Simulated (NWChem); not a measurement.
A series in which one site is exchanged, each optimised at PBE0/def2-SVP with NWChem, gas phase unless a solvent is named. For some, no frequency run checked for a minimum. def2 effective core potentials on I; no spin-orbit coupling.

A: [Cl][AlH][I] (AlHICl; site = Cl)
B: [AlH]([I])[I] (AlHI₂; site = I)
C: [AlH]([I])[F] (AlHIF; site = F)
D: [AlH2][I] (AlH2I; site = H)

Question: Rank them by static polarisability, PBE/def2-SVPD (bohr³), lowest first.

Answer: C (63.4), D (68.2), A (78.9), B (103.8)
